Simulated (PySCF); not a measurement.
Computed Raman spectrum (relative Raman activity) of a molecule C3H8OSi. Coordinates come from a B3LYP-D3(BJ)/def2-SVP optimisation. The values are those of a single conformer. Computed with PySCF with B3LYP-D3(BJ)/def2-SVP. Frequencies are harmonic and unscaled.

Lines under 2 % of the strongest are left out, and lines within 2 cm⁻¹ are merged.

```json
[
 {"ν (cm⁻¹)": "452", "relative intensity": "3.0"},
 {"ν (cm⁻¹)": "572", "relative intensity": "2.5"},
 {"ν (cm⁻¹)": "661", "relative intensity": "5.3"},
 {"ν (cm⁻¹)": "891", "relative intensity": "2.8"},
 {"ν (cm⁻¹)": "898", "relative intensity": "5.9"},
 {"ν (cm⁻¹)": "948", "relative intensity": "2.1"},
 {"ν (cm⁻¹)": "971", "relative intensity": "2.1"},
 {"ν (cm⁻¹)": "1205", "relative intensity": "2.1"},
 {"ν (cm⁻¹)": "1234", "relative intensity": "3.2"},
 {"ν (cm⁻¹)": "1411", "relative intensity": "3.3"},
 {"ν (cm⁻¹)": "1429", "relative intensity": "8.0"},
 {"ν (cm⁻¹)": "1469", "relative intensity": "4.1"},
 {"ν (cm⁻¹)": "2181", "relative intensity": "55"},
 {"ν (cm⁻¹)": "3039", "relative intensity": "46"},
 {"ν (cm⁻¹)": "3053", "relative intensity": "100"},
 {"ν (cm⁻¹)": "3088", "relative intensity": "40"},
 {"ν (cm⁻¹)": "3123", "relative intensity": "77"},
 {"ν (cm⁻¹)": "3889", "relative intensity": "53"}
]
```

**Question.** Pick the molecule that these values belong to.
(A) C[SiH]1COC1
(B) CC(=O)C[SiH3]
(C) C[C@H]1OC[SiH2]1
(D) O[SiH]1CCC1

**Answer.** D, O[SiH]1CCC1
